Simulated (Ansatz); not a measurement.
Computed with Ansatz.

A structure relaxed at PBE0-D4/def2-TZVP, charge 0, multiplicity 1:

```xyz
14

C    -0.830   -0.110    1.719
Si   -0.564   -0.207   -0.136
C     0.343   -1.781   -0.604
Sn    0.752    1.843   -0.947
H    -1.380    0.794    1.992
H    -1.402   -0.973    2.068
H     0.125   -0.098    2.250
H    -1.889   -0.185   -0.821
H     1.330   -1.817   -0.137
H     0.478   -1.853   -1.685
H    -0.220   -2.659   -0.273
H     1.023    1.808   -2.636
H     2.291    1.929   -0.197
H    -0.056    3.309   -0.593
```

Give its formula and SMILES.

C2H10SiSn, `C[SiH](C)[SnH3]`.

Point group (tolerance 0.08 Å, 0.16 Å for H)?

Cs.

Summarise the bond lengths by kind.

2 × C–Si 1.876 Å; 6 × C–H 1.092 to 1.094 Å; 1 × Si–Sn 2.567 Å; 1 × H–Si 1.492 Å; 3 × H–Sn 1.711 to 1.713 Å.
